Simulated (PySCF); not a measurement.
CuI, charge -1, doublet, at a GFN2-xTB geometry (such geometries of metal compounds can be far from the true shape) (the multiplicity is a formal guess) (core potentials on I) (in this run its highest filled SCF level lies above zero, so its values depend strongly on the basis, on diffuse functions most of all); M062X/def2-SVP (PySCF).

Here is a job for PySCF.
```python
from pyscf import gto, scf, dft

mol = gto.M(
    atom='''
Cu   -0.000000   -0.000000   -1.648459
I     0.000000    0.000000    0.901987
''',
    basis='def2-svp',
    ecp={'I': 'def2-svp'},
    charge=-1,
    spin=1,
    verbose=4,
)

mf = dft.UKS(mol)
mf.xc = 'm062x'
mf.kernel()
mf.analyze()
```

Write the output that PySCF gives for this input, abridged.


```
PySCF version 2.14.0

[INPUT] verbose = 4
[INPUT] num. atoms = 2
[INPUT] num. electrons = 55
[INPUT] charge = -1
[INPUT] spin (= nelec alpha-beta = 2S) = 1
[INPUT] symmetry False subgroup None
[INPUT] Mole.unit = angstrom
[INPUT] Symbol           X                Y                Z      unit          X                Y                Z       unit  Magmom
[INPUT]  1 Cu     0.000000000000   0.000000000000  -1.648459000000 AA    0.000000000000   0.000000000000  -3.115136037574 Bohr   0.0
[INPUT]  2 I      0.000000000000   0.000000000000   0.901987000000 AA    0.000000000000   0.000000000000   1.704508397918 Bohr   0.0

nuclear repulsion = 150.426034472794
number of shells = 21
number of NR pGTOs = 134
number of NR cGTOs = 57
basis = def2-svp
ecp = {'I': 'def2-svp'}

******** <class 'pyscf.dft.uks.UKS'> ********
method = UKS
initial guess = minao
damping factor = 0
level_shift factor = 0
DIIS = <class 'pyscf.scf.diis.CDIIS'>
diis_start_cycle = 1
diis_space = 8
diis_damp = 0
SCF conv_tol = 1e-09
SCF conv_tol_grad = None
SCF max_cycles = 50
direct_scf = True
direct_scf_tol = 1e-13
number electrons alpha = 28  beta = 27
XC library pyscf.dft.libxc version 7.1.2
    S. Lehtola, C. Steigemann, M. J. T. Oliveira, and M. A. L. Marques,  SoftwareX 7, 1–5 (2018)
XC functionals = m062x
    Y. Zhao and D. G. Truhlar,  Theor. Chem. Acc. 120, 215 (2008)
    Y. Zhao and D. G. Truhlar,  Theor. Chem. Acc. 120, 215 (2008)
radial grids:
    Treutler-Ahlrichs [JCP 102, 346 (1995); DOI:10.1063/1.469408] (M4) radial grids

becke partition: Becke, JCP 88, 2547 (1988); DOI:10.1063/1.454033
pruning grids: <function nwchem_prune>
grids dens level: 3
symmetrized grids: False
atomic radii adjust function: <function treutler_atomic_radii_adjust>
small_rho_cutoff = 0
Set gradient conv threshold to 3.16228e-05
tot grids = 42600
init E= -1906.23431912936

cycle= 1 E= -1936.05674791138  delta_E= -29.8  |g|= 2.09  |ddm|=    6

cycle= 2 E= -1932.1133906704  delta_E= 3.94  |g|= 2.47  |ddm|= 11.5
cycle= 3 E= -1937.25068463423  delta_E= -5.14  |g|= 1.19  |ddm|= 10.6
cycle= 4 E= -1937.8280388014  delta_E= -0.577  |g|= 0.49  |ddm|=  1.9
cycle= 5 E= -1937.92816154499  delta_E= -0.1  |g|=  0.2  |ddm|= 0.939
cycle= 6 E= -1937.94483929478  delta_E= -0.0167  |g|= 0.0334  |ddm|= 0.249
cycle= 7 E= -1937.94568621292  delta_E= -0.000847  |g|= 0.0117  |ddm|= 0.0682
cycle= 8 E= -1937.94595253759  delta_E= -0.000266  |g|= 0.00653  |ddm|= 0.0504
cycle= 9 E= -1937.94603339749  delta_E= -8.09e-05  |g|= 0.00396  |ddm|= 0.0231
cycle= 10 E= -1937.94608031494  delta_E= -4.69e-05  |g|= 0.00139  |ddm|= 0.024
cycle= 11 E= -1937.94608837874  delta_E= -8.06e-06  |g|= 0.000492  |ddm|= 0.011
cycle= 12 E= -1937.94609025681  delta_E= -1.88e-06  |g|= 0.00019  |ddm|= 0.00763
cycle= 13 E= -1937.94609048841  delta_E= -2.32e-07  |g|= 8.07e-05  |ddm|= 0.00221
cycle= 14 E= -1937.94609054446  delta_E= -5.61e-08  |g|= 6.54e-05  |ddm|= 0.000969
cycle= 15 E= -1937.94609055884  delta_E= -1.44e-08  |g|= 1.9e-05  |ddm|= 0.000439
cycle= 16 E= -1937.94609056197  delta_E= -3.12e-09  |g|= 7.07e-06  |ddm|= 0.000279
cycle= 17 E= -1937.94609056231  delta_E= -3.4e-10  |g|= 1.23e-06  |ddm|= 0.000133
Extra cycle  E= -1937.94609056231  delta_E= -3.18e-12  |g|= 6.9e-07  |ddm|= 4.92e-06
converged SCF energy = -1937.94609056231  <S^2> = 0.75131885  2S+1 = 2.0013184
**** SCF Summaries ****
Total Energy =                       -1937.946090562312293
Nuclear Repulsion Energy =             150.426034472794186
One-electron Energy =                -3118.592301855120240
Two-electron Energy =                 1030.220176820014103
Two-electron Coulomb Energy =         1119.836108189216020
DFT Exchange-Correlation Energy =      -89.615931369201832
**** MO energy ****
                             alpha | beta                alpha | beta
MO #1   energy= -324.807719565202  | -324.806913541711  occ= 1 | 1
MO #2   energy= -39.2242359186282  | -39.2202298092122  occ= 1 | 1
MO #3   energy= -34.4472709837208  | -34.4430852988024  occ= 1 | 1
MO #4   energy= -34.4450698404097  | -34.4430852561205  occ= 1 | 1
MO #5   energy= -34.4450696718561  | -34.4422599856436  occ= 1 | 1
MO #6   energy= -6.86651437545468  | -6.86569360452376  occ= 1 | 1
MO #7   energy= -4.8563293098408   | -4.85464842845026  occ= 1 | 1
MO #8   energy= -4.85205518560574  | -4.85155065798662  occ= 1 | 1
MO #9   energy= -4.85205518486694  | -4.8515506562799   occ= 1 | 1
MO #10  energy= -4.28467627030653  | -4.27762354046639  occ= 1 | 1
MO #11  energy= -2.7666700039428   | -2.75722893221169  occ= 1 | 1
MO #12  energy= -2.76119174356449  | -2.75510998253521  occ= 1 | 1
MO #13  energy= -2.76119145187771  | -2.75510991646171  occ= 1 | 1
MO #14  energy= -1.82546411493654  | -1.82338417942201  occ= 1 | 1
MO #15  energy= -1.82381979349512  | -1.82204636129826  occ= 1 | 1
MO #16  energy= -1.82381979285342  | -1.82204635965061  occ= 1 | 1
MO #17  energy= -1.82012657894409  | -1.81945730523186  occ= 1 | 1
MO #18  energy= -1.820117826747    | -1.81944790941737  occ= 1 | 1
MO #19  energy= -0.545338520923046 | -0.537910301076757 occ= 1 | 1
MO #20  energy= -0.187256644332255 | -0.166496392842098 occ= 1 | 1
MO #21  energy= -0.169497678906579 | -0.166496272608653 occ= 1 | 1
MO #22  energy= -0.169497549902301 | -0.159044994657493 occ= 1 | 1
MO #23  energy= -0.161390530146332 | -0.15750139007457  occ= 1 | 1
MO #24  energy= -0.161382282652619 | -0.157492929363281 occ= 1 | 1
MO #25  energy= -0.124137306475876 | -0.111825607895068 occ= 1 | 1
MO #26  energy= -0.104673329925185 | -0.102623547011415 occ= 1 | 1
MO #27  energy= -0.104673319460246 | -0.10262354112492  occ= 1 | 1
MO #28  energy= 0.00237713268145967 | 0.0710873673012102 occ= 1 | 0
MO #29  energy= 0.255407932496155  | 0.207861878664815  occ= 0 | 0
MO #30  energy= 0.316235380749432  | 0.311828098420596  occ= 0 | 0
MO #31  energy= 0.316235534960422  | 0.311828309928784  occ= 0 | 0
MO #32  energy= 0.392549147440462  | 0.379186698842311  occ= 0 | 0
MO #33  energy= 0.557407308708719  | 0.551564926578756  occ= 0 | 0
MO #34  energy= 0.6372729117847    | 0.645383201054896  occ= 0 | 0
MO #35  energy= 0.645984067189421  | 0.649277710999627  occ= 0 | 0
MO #36  energy= 0.645984068525071  | 0.649277721252978  occ= 0 | 0

spin_pop of  0 Cu 1s        0.00000
spin_pop of  0 Cu 2s        0.00000
spin_pop of  0 Cu 3s        0.00002
spin_pop of  0 Cu 4s        0.53665
spin_pop of  0 Cu 5s        0.08268
spin_pop of  0 Cu 2px      -0.00000
spin_pop of  0 Cu 2py      -0.00000
spin_pop of  0 Cu 2pz       0.00000
spin_pop of  0 Cu 3px       0.00001
spin_pop of  0 Cu 3py       0.00001
spin_pop of  0 Cu 3pz       0.00000
spin_pop of  0 Cu 4px      -0.00062
spin_pop of  0 Cu 4py      -0.00062
spin_pop of  0 Cu 4pz       0.08759
spin_pop of  0 Cu 3dxy      0.00005
spin_pop of  0 Cu 3dyz      0.00005
spin_pop of  0 Cu 3dz^2     0.06164
spin_pop of  0 Cu 3dxz      0.00005
spin_pop of  0 Cu 3dx2-y2    0.00005
spin_pop of  0 Cu 4dxy     -0.00005
spin_pop of  0 Cu 4dyz     -0.00008
spin_pop of  0 Cu 4dz^2     0.00057
spin_pop of  0 Cu 4dxz     -0.00008
spin_pop of  0 Cu 4dx2-y2   -0.00005
spin_pop of  0 Cu 4f-3      0.00000
spin_pop of  0 Cu 4f-2      0.00000
spin_pop of  0 Cu 4f-1     -0.00000
spin_pop of  0 Cu 4f+0      0.00000
spin_pop of  0 Cu 4f+1     -0.00000
spin_pop of  0 Cu 4f+2      0.00000
spin_pop of  0 Cu 4f+3      0.00000
spin_pop of  1 I 4s        0.00001
spin_pop of  1 I 5s        0.01655
spin_pop of  1 I 6s        0.00220
spin_pop of  1 I 7s        0.00046
spin_pop of  1 I 4px       0.00050
spin_pop of  1 I 4py       0.00016
spin_pop of  1 I 4pz       0.00016
spin_pop of  1 I 5px       0.00954
spin_pop of  1 I 5py       0.00003
spin_pop of  1 I 5pz       0.00003
spin_pop of  1 I 6px       0.00504
spin_pop of  1 I 6py       0.00087
spin_pop of  1 I 6pz       0.00087
spin_pop of  1 I 7px       0.19574
spin_pop of  1 I 7py      -0.00037
spin_pop of  1 I 7pz      -0.00037
spin_pop of  1 I 4dxy     -0.00049
spin_pop of  1 I 4dyz     -0.00008
spin_pop of  1 I 4dz^2    -0.00049
spin_pop of  1 I 4dxz     -0.00026
spin_pop of  1 I 4dx2-y2    0.00002
spin_pop of  1 I 5dxy      0.00046
spin_pop of  1 I 5dyz      0.00086
spin_pop of  1 I 5dz^2     0.00046
spin_pop of  1 I 5dxz      0.00025
spin_pop of  1 I 5dx2-y2   -0.00002
In total            28.00000 | 27.00000

WARN: System has nonzero charge -1; the dipole moment is origin-dependent.
Location of origin: [0. 0. 0.]

Dipole moment(X, Y, Z, Debye):  0.00000, -0.00000,  1.19320
```
